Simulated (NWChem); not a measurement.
System: C3H3N2, doublet; SMILES c1[nH]n[c]c1

Program: NWChem. Pople sets run with spherical d functions. Spin-unrestricted. In the optimisation the excess spin sits in a' (Cs, its own frame). Geometry: optimised at PBE0/def2-SVP, spin-unrestricted. No stability test was run on the SCF state.

For level PBE0/6-311G**:

lowest empty minus highest occupied level, either spin (eV): 5.17
dipole (D): 3.17

Task: How do the values read with level PBE0/6-31+G* instead?

Result: The lowest empty minus highest occupied level, either spin (eV) is 5.07 and the dipole (D) is 3.31.
